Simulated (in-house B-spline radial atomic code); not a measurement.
Ionisation energies along the 32-electron series, configuration 1s2 2s2 2p6 3s2 3p6 3d10 4s2 4p1/2(2), as differences of self-consistent energies. Dirac energy differences include first-order Breit, QED and recoil terms. NIST's values go from ground level to ground level; the uncertainty of those that are theory runs from under 0.1 % in few-electron ions to several per cent in heavy many-electron ones. Computed with a B-spline radial code for spherical atoms: Dirac-Hartree-Fock, jj configuration that fills j = l - 1/2 first, finite nuclei.

A number in brackets counts the electrons of a j subshell.

```
  ion     configuration after  ionisation energy (eV)  IE/(q+1)² (eV)  -ε less Coulomb ΔSCF (eV)  Breit and QED recoil part (eV)  tabulated value (eV)    tabulated kind  computed minus tabulated (eV)
 Zr8+  [Ar] 3d10 4s2 4p1/2(1)                   151.2          1.8664                    0.33371                       -0.088693                   153  tabulated theory                           -1.8
 Nb9+  [Ar] 3d10 4s2 4p1/2(1)                   178.2          1.7815                    0.33395                        -0.10784                   180  tabulated theory                           -1.8
Mo10+  [Ar] 3d10 4s2 4p1/2(1)                   207.0          1.7107                    0.33485                        -0.12917                 209.3  tabulated theory                           -2.3
Tc11+  [Ar] 3d10 4s2 4p1/2(1)                   237.7          1.6508                    0.33625                        -0.15285                   239  tabulated theory                           -1.3
Ru12+  [Ar] 3d10 4s2 4p1/2(1)                   270.3          1.5994                    0.33802                        -0.17892                   271  tabulated theory                           -0.7
Rh13+  [Ar] 3d10 4s2 4p1/2(1)                   304.7          1.5548                    0.34007                        -0.20756                   306  tabulated theory                           -1.3
Pd14+  [Ar] 3d10 4s2 4p1/2(1)                   341.1          1.5158                    0.34234                        -0.23886                   342  tabulated theory                           -0.9
Ag15+  [Ar] 3d10 4s2 4p1/2(1)                   379.2          1.4814                    0.34479                        -0.27296                   381  tabulated theory                           -1.8
Cd16+  [Ar] 3d10 4s2 4p1/2(1)                   419.3          1.4508                    0.34737                        -0.30996                   421  tabulated theory                           -1.7
In17+  [Ar] 3d10 4s2 4p1/2(1)                   461.2          1.4234                    0.35006                        -0.35005                   462  tabulated theory                           -0.8
Sn18+  [Ar] 3d10 4s2 4p1/2(1)                   505.0          1.3988                    0.35284                        -0.39331                   506  tabulated theory                           -1.0
Sb19+  [Ar] 3d10 4s2 4p1/2(1)                   550.6          1.3766                    0.35569                        -0.43993                   552  tabulated theory                           -1.4
Te20+  [Ar] 3d10 4s2 4p1/2(1)                   598.2          1.3565                    0.35861                        -0.48996                   599  tabulated theory                           -0.8
```
